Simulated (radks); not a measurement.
Species: Tb60+. Configuration: [He] 2s2 2p1. Method: Dirac Kohn-Sham, PBEsol, spin-unpolarised, spherical densities, finite nucleus; open shells are shared between the two j in proportion to 2j + 1; Fermi nuclear charge, rms radius 5.06 fm; computed with a radial shooting solver on a logarithmic mesh with Libxc functionals. Some entries of the table are withheld. Estimate them.

| orbital | occ. | eigenvalue (eV) | <r^2> (bohr^2) | r(max) (bohr) |
|---|---|---|---|---|
| 1s1/2 | 2 | -58237.75 | (1) | (2) |
| 2s1/2 | 2 | -14072.24 | 0.008965 | 0.07558 |
| 2p1/2 | 0.333333 | (3) | 0.006358 | 0.05651 |
| 2p3/2 | 0.666667 | (4) | 0.007393 | 0.06205 |
| 3s1/2 | 0 | (5) | (6) | 0.1957 |
| 3p1/2 | 0 | -5950.610 | 0.04143 | 0.1804 |
| 3p3/2 | 0 | -5708.095 | 0.04529 | 0.1897 |

Answer. 
(1) 1s1/2 <r^2> (bohr^2): 0.0006269
(2) 1s1/2 r(max) (bohr): 0.01363
(3) 2p1/2 eigenvalue (eV): -13865.71
(4) 2p3/2 eigenvalue (eV): -13026.19
(5) 3s1/2 eigenvalue (eV): -6017.666
(6) 3s1/2 <r^2> (bohr^2): 0.04714
